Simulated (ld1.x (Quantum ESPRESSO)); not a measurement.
The numbers below are computed, except where a source is named.
Potentials for Br (Z = 35) compared

Generated with ld1.x 7.5 (TM, RRKJ, ultrasoft, PAW), atompaw 4.2 or ONCVPSP 4.0.1. The cutoff is in Ry: for ld1.x and atompaw files where the sum of valence levels is converged to 10 mRy in a Bessel basis, for ONCV files where the hardest occupied wave has 1 mHa per electron of residual kinetic energy. The error is the largest all-electron minus pseudo excitation energy over each file’s own four to seven test configurations (ionisations up to +4, promotions, holes and added fractions of an electron), all of which were solved. The labels leave out finer settings (local radius, basis sizes, second energies), which also bear on the numbers. Spin-polarised tests are not counted. The rows are a selection from randomly drawn settings: files with unsolved tests, undetermined cutoffs or missed reference levels are left out.

A true bound ghost makes a file unfit for plane-wave use even where its test errors are small: the radial tests pick states by their node count and pass the ghost by.

| potential | cutoff (Ry) | largest error (meV) | bound ghosts |
| --- | --- | --- | --- |
| RRKJ, PBE, scalar-relativistic, rc 1.25/1.70 (sp), local p, core correction yes, reference 4s2 4p5 | 50 | -31 | none |
| PAW, PBEsol, scalar-relativistic, rc 1.45/1.80/1.75 (spd), local smoothed, core correction yes, reference 4s2 4p5 | 18 | -217 | none |
| TM, PBEsol, scalar-relativistic, rc 1.40/1.35/1.10 (spd), local smoothed, core correction yes, reference 3d10 4s1 4p6 | 260 | +214 | s |
| TM, LDA (PZ), fully relativistic, rc 1.35/1.55 (sp), local s, core correction yes, reference 4s2 4p3 | 50 | -11 | none |
| TM, PBEsol, scalar-relativistic, rc 1.55/1.40/1.60 (spd), local p, core correction yes, reference 4s1.5 4p5.5 | 50 | -70 | d |

Question: Fill in the row for Br: TM, PBEsol, scalar-relativistic, rc 1.20/1.50 (sp), local p, core correction yes, reference 4s2 4p5.

Answer: cutoff 55 Ry, largest error -89 meV, bound ghosts: none.
